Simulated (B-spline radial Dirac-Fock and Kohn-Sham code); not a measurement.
Rh⁺ 4p3/2: cross section and angular parameters

System: rhodium as Rh⁺, configuration 1s2 2s2 2p6 3s2 3p6 3d10 4s2 4p6 4d8; threshold 62.47 eV (orbital energy of the model). Model: Dirac-Hartree-Slater photoionisation with a Latter tail; cross sections with all multipoles, angular parameters from the dipole term and its interference with E2. Program: an atomic code on a B-spline grid.

For linearly polarised light dσ/dΩ = σ/(4π) [1 + β P₂(cos θ) + (δ + γ cos²θ) sin θ cos φ], with θ from the polarisation vector and φ the angle between the beam and the projection of the electron momentum on the plane normal to the polarisation.

| hν (eV) | σ (kb) | β | γ | δ |
| --- | --- | --- | --- | --- |
| 84.1 | 547 | 0.676 | 0.167 | -0.022 |
| 100 | 357 | -0.099 | 0.432 | -0.069 |
| 115 | 306 | -0.252 | 0.167 | -0.035 |
| 125 | 293 | -0.164 | 0.024 | -0.010 |
| 139 | 282 | 0.037 | -0.066 | 0.015 |
| 140 | 281 | 0.052 | -0.068 | 0.016 |
| 235 | 221 | 0.981 | 0.138 | 0.025 |
| 300 | 180 | 1.244 | 0.196 | 0.015 |
| 469 | 108 | 1.523 | 0.136 | 0.003 |
| 513 | 95.4 | 1.559 | 0.110 | 0.002 |
| 596 | 76.8 | 1.607 | 0.066 | 0.000 |
| 600 | 76.1 | 1.609 | 0.064 | 0.000 |
| 663 | 65.4 | 1.634 | 0.037 | 0.000 |
| 800 | 48.3 | 1.669 | -0.003 | 0.000 |
| 849 | ? | ? | ? | ? |
| 883 | 40.9 | 1.682 | -0.017 | 0.000 |
| 915 | 38.5 | 1.685 | -0.021 | 0.000 |
| 944 | 36.5 | 1.688 | -0.024 | 0.000 |
| 984 | 33.9 | 1.692 | -0.026 | 0.001 |
| 1180 | 24.4 | 1.699 | -0.022 | 0.001 |
| 1220 | 22.9 | 1.700 | -0.019 | 0.002 |
| 1850 | 10.1 | 1.679 | 0.095 | 0.005 |
| 2280 | 6.45 | 1.654 | 0.200 | 0.007 |
| 2320 | 6.20 | 1.651 | 0.210 | 0.007 |
| 3420 | 2.54 | 1.579 | 0.483 | 0.015 |
| 4000 | 1.74 | 1.541 | 0.615 | 0.021 |
| 5520 | 0.760 | 1.449 | 0.913 | 0.037 |
| 6000 | 0.609 | 1.422 | 0.994 | 0.042 |
| 9251.7 | 0.182 | 1.262 | 1.423 | 0.083 |

Question: Give the values at 849 eV.

Answer: σ = 43.7 kb, β = 1.677, γ = -0.013, δ = 0.000.

Values without a named source are computed, but for edge energies of neutral atoms, which are taken from tables.
